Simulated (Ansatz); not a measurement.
Start from `CO/C(C)=C\F` and change one atom or group (the configuration at the double bond changes too) to get `C/C(BN)=C\F`.

Ansatz, PBE0-D4/def2-TZVP geometries, multiplicity 1. Each molecule was computed in one conformer, which needn't be the lowest.

```json
{"property": "HOMO–LUMO gap (PBE/def2-TZVPP) / eV", "`CO/C(C)=C\\F`": "5.21"}
{"property": "LUMO energy (PBE/def2-TZVPP) / eV", "`CO/C(C)=C\\F`": "0.15"}
{"property": "HOMO–LUMO gap (B3LYP/def2-TZVPP) / eV", "`CO/C(C)=C\\F`": "7.02"}
{"property": "LUMO energy (ωB97M-V/def2-TZVPP) / eV", "`CO/C(C)=C\\F`": "2.89"}
{"property": "size of the dipole moment (ωB97M-V/def2-TZVPP) / D", "`CO/C(C)=C\\F`": "0.67"}
{"property": "HOMO–LUMO gap (ωB97M-V/def2-TZVPP) / eV", "`CO/C(C)=C\\F`": "11.47"}
```

Question: Give the same properties after the change, and the shifts. (An estimate is asked.)

Answer: Computed: 
```json
{"property": "HOMO–LUMO gap (PBE/def2-TZVPP) / eV", "`C/C(BN)=C\\F`": "4.67", "shift": "-0.54"}
{"property": "LUMO energy (PBE/def2-TZVPP) / eV", "`C/C(BN)=C\\F`": "-1.28", "shift": "-1.43"}
{"property": "HOMO–LUMO gap (B3LYP/def2-TZVPP) / eV", "`C/C(BN)=C\\F`": "6.37", "shift": "-0.65"}
{"property": "LUMO energy (ωB97M-V/def2-TZVPP) / eV", "`C/C(BN)=C\\F`": "1.75", "shift": "-1.14"}
{"property": "size of the dipole moment (ωB97M-V/def2-TZVPP) / D", "`C/C(BN)=C\\F`": "2.32", "shift": "1.65"}
{"property": "HOMO–LUMO gap (ωB97M-V/def2-TZVPP) / eV", "`C/C(BN)=C\\F`": "11.08", "shift": "-0.39"}
```

With PBE0 the HOMO falls by 0.80 eV and the LUMO falls by 1.50 eV, so the gap narrows by about 0.70 eV. PBE moves the HOMO by -0.89 eV and ωB97M-V by -0.75 eV. Dipoles are sizes alone; their direction can turn.

B3LYP here is the variant with VWN-RPA as its local correlation; programs differ in this.
